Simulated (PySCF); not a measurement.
Gas-phase reaction: 3 SiH + 3 OH = (H₂SiO)₃

Computed with PySCF and rigid-rotor harmonic-oscillator thermochemistry at 1 bar. † marks an energy on the PBE0/def2-TZVP geometry and frequencies; other levels use their own. MP2 freezes the core. 6-31G* has spherical d functions here. Open shells (unrestricted): SiH (multiplicity 2, electronic degeneracy 4), OH (multiplicity 2, electronic degeneracy 4); the rest are closed-shell singlets. Spin-orbit splitting is ignored; it lowers the true energy and changes the entropy of SiH, OH. B3LYP is the form with VWN-RPA correlation. (H₂SiO)₃: computed as isolated molecules; such fragments, hydroxides, amides, oligomers or adducts are transient or little studied in the gas. MP2 isn't extrapolated to the basis-set limit; its ΔH°(298 K) is -2362.1 kJ in def2-SVP and -2520.3 kJ in def2-TZVPP. The harmonic model lacks anharmonicity and excited electronic states, which grow with temperature; levels with a mode under 35 cm⁻¹ are left out. Soft modes under 120 cm⁻¹ make the harmonic entropy rough for (H₂SiO)₃.

```json
[
 {"level": "B3LYP/6-31G*", "ΔE electronic, kJ": "-2321", "ΔH°(298 K), kJ": "-2271", "ΔS°(298 K), J/K": "-791", "ΔG°(1400 K), kJ": "-1164"},
 {"level": "MP2/def2-SVP†", "ΔE electronic, kJ": "-2409", "ΔH°(298 K), kJ": "-2362", "ΔS°(298 K), J/K": "-796", "ΔG°(1400 K), kJ": "-1249"},
 {"level": "PBE/def2-SVP", "ΔE electronic, kJ": "-2371", "ΔH°(298 K), kJ": "-2326", "ΔS°(298 K), J/K": "-786", "ΔG°(1400 K), kJ": "-1230"},
 {"level": "PBE/def2-TZVP†", "ΔE electronic, kJ": "-2393", "ΔH°(298 K), kJ": "-2346", "ΔS°(298 K), J/K": "-796", "ΔG°(1400 K), kJ": "-1233"},
 {"level": "PBE0/def2-SVP†", "ΔE electronic, kJ": "-2343", "ΔH°(298 K), kJ": "-2296", "ΔS°(298 K), J/K": "-796", "ΔG°(1400 K), kJ": "-1183"},
 {"level": "PBE0/def2-TZVP", "ΔE electronic, kJ": "-2400", "ΔH°(298 K), kJ": "-2354", "ΔS°(298 K), J/K": "-796", "ΔG°(1400 K), kJ": "-1241"},
 {"level": "LDA/def2-TZVP†", "ΔE electronic, kJ": "-2749", "ΔH°(298 K), kJ": "-2702", "ΔS°(298 K), J/K": "-796", "ΔG°(1400 K), kJ": "-1589"},
 {"level": "ωB97M-V/def2-TZVP†", "ΔE electronic, kJ": "-2470", "ΔH°(298 K), kJ": "-2424", "ΔS°(298 K), J/K": "-796", "ΔG°(1400 K), kJ": "-1311"}
]
```
ΔH° is lowest at LDA/def2-TZVP† and highest at B3LYP/6-31G*. No reference value is set beside these.
